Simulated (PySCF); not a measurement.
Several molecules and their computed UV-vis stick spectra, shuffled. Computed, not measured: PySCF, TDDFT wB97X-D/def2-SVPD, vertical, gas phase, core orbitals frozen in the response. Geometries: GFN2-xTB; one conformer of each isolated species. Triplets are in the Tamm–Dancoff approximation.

A. `O(C)C(OC1=CC1)=O`
B. `[SiH3]OC[SiH]1COC1`
C. `C[Si@@H]1C[C@H]1[SiH](O)O`

Lowest singlet levels (six at most, fewer where fewer were computed) with oscillator strengths:

1. 6.63 eV (f 0.003); 6.82 eV (f 0.008); 6.83 eV (f 0.004); 7.09 eV (f 0.006); 7.29 eV (f 0.011); 7.38 eV (f 0.012); T1 6.45 eV
2. 6.46 eV (f 0.042); 6.62 eV (f 0.148); 6.77 eV (f 0.032); 7.04 eV (f 0.023); 7.31 eV (f 0.031); 7.35 eV (f 0.009); T1 5.39 eV
3. 6.26 eV (f 0.161); 6.83 eV (f 0.003); 6.87 eV (f 0.002); 7.54 eV (f 0.004); 7.74 eV (f 0.063); 7.81 eV (f 0.016); T1 4.33 eV

Question: Match each spectrum to its molecule.

Answer: 1 = B, 2 = C, 3 = A.
- A: S1 at 6.26 eV, HOMO→LUMO (94%); Löwdin shares by element: HOMO carbon 71% or more, oxygen 11% or more (atoms not listed hold the other 18%); LUMO carbon 59% or more, oxygen 15% or more (atoms not listed hold the other 26%); HOMO -8.82 and LUMO 1.78 eV.
- B: S1 at 6.63 eV, HOMO→LUMO+1 (41%), HOMO→LUMO (31%), HOMO→LUMO+2 (15%); Löwdin shares by element: HOMO oxygen 59% or more, carbon 20% or more, hydrogen 5% or more (atoms not listed hold the other 16%); LUMO silicon 38%, carbon 9% or more, oxygen 9% or more (atoms not listed hold the other 44%); HOMO -9.09 and LUMO 1.50 eV.
- C: S1 at 6.46 eV, HOMO→LUMO+1 (68%), HOMO→LUMO (21%); Löwdin shares by element: HOMO carbon 50% or more, silicon 29% (atoms not listed hold the other 20%); LUMO oxygen 31%, silicon 29% or more, hydrogen 11% or more (atoms not listed hold the other 30%); HOMO -8.49 and LUMO 1.90 eV.

Without π bonds the low states are Rydberg-like; a valence basis with one diffuse set may place them up to an eV too high.
